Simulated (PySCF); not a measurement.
## How methods differ on the excitation energy of Sn⁺

Sn⁺ [Kr] 4d10 5s2 5p1 (2P) → Sn⁺ [Kr] 4d10 5s1 5p1 5d1 (high-spin determinant), as a difference of total energies. Computed with PySCF 2.14 in aug-cc-pwCVTZ-DK3 with one added diffuse shell each of s, p, d, f type (11s10p8d5f1g, 125 functions), with the spin-free X2C one-electron Hamiltonian (Gaussian nucleus). Correlated levels: valence: [Kr] 4d10 frozen; valence and next inner shell: [Ar] 3d10 frozen. The calculations carry no spin-orbit coupling.

```json
{"method": "UHF", "excitation energy (eV)": "12.893"}
{"method": "LDA", "excitation energy (eV)": "14.557"}
{"method": "PBE", "excitation energy (eV)": "14.123"}
{"method": "PBE0", "excitation energy (eV)": "14.008"}
{"method": "r2SCAN", "excitation energy (eV)": "13.992"}
{"method": "TPSSh", "excitation energy (eV)": "13.967"}
{"method": "PW91", "excitation energy (eV)": "14.175"}
{"method": "revPBE", "excitation energy (eV)": "13.955"}
{"method": "MP2 (valence)", "excitation energy (eV)": "13.565"}
{"method": "SCS-MP2 (valence)", "excitation energy (eV)": "13.851"}
{"method": "MP2 (valence and next inner shell)", "excitation energy (eV)": "14.655"}
{"method": "SCS-MP2 (valence and next inner shell)", "excitation energy (eV)": "14.740"}
```

Question: How much does correlation contribute at MP2 (valence and next inner shell)?

Answer: 14.655 − (12.893) = 1.762 eV, measured against UHF.

A first-order spin-orbit estimate (lowest level to lowest level, LS coupling) adds 0.042 eV.

The promoted electron is Rydberg-like, and one or two diffuse shells describe it only roughly, which tends to raise the upper state.

The determinant of the upper state mixes LS terms, which raises its energy above the lowest term, most at the Hartree-Fock and MP2 levels.
